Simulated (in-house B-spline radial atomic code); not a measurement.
**Ionising Si⁸⁺ with different functionals**

Computed with a B-spline radial code for spherical atoms: four-component Dirac-Coulomb Hamiltonian, Fermi nucleus of rms radius 3.1224 fm, spin-restricted, spherical fractional occupations for the functionals. The ionisation energy is the difference of two self-consistent energies, [He] 2s2 2p2 → [He] 2s2 2p1, without Breit or QED terms; ε is the level of the shell that loses the electron (mean over j). The electron is taken from both j subshells in proportion to 2j + 1, so the result is a j average, not the step between ground levels.

Hybrids are left out here: with spherical fractional occupations of an open shell their exact exchange keeps a self-interaction that integer-occupation calculations don't have.

| method | rung | ΔSCF (eV) | -ε(2p) (eV) |
| --- | --- | --- | --- |
| LDA VWN5 | LDA | 348.22 | 323.33 |
| relativistic LDA | LDA | 348.16 | 323.28 |
| LDA PW92 | LDA | 348.20 | 323.32 |
| LDA exchange-only | LDA | 345.88 | 321.00 |
| PBE | GGA | 348.37 | 323.46 |
| PBEsol | GGA | 347.91 | 323.06 |
| BLYP | GGA | 348.67 | 323.72 |
| RPBE | GGA | 348.17 | 323.31 |
| PW91 | GGA | 348.71 | 323.79 |
| BP86 | GGA | 348.52 | 323.63 |
| AM05 | GGA | 347.72 | 322.90 |
| OLYP | GGA | 348.32 | 323.63 |

How do they compare with the NIST value?

NIST lists 351.28 eV ± 0.06 (semi-empirical, ground level to ground level). Errors run from -5.40 to -2.57 eV. The correlated functionals all miss on the same side by more than they spread, so the cause is common to them (Breit-QED terms, spin polarisation, the choice among j levels, multiplet and fine-structure energies, or a listed next ion that isn't the cheapest removal here) and closeness doesn't rank the functionals.
